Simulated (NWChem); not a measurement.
System: Ge cation, doublet

Program: NWChem. Pople sets run with spherical d functions. Spin-unrestricted. The open p shell is one determinant without spherical averaging. No stability test was run on the SCF state.

**Question.** Predict the results for BLYP/6-31G*. Quantities: highest occupied level (eV); lowest empty minus highest occupied level, either spin (eV); <S²>.

**Answer.** The highest occupied level (eV) is -11.60, the lowest empty minus highest occupied level, either spin (eV) comes out as 0.12 and the <S²> is 0.751.
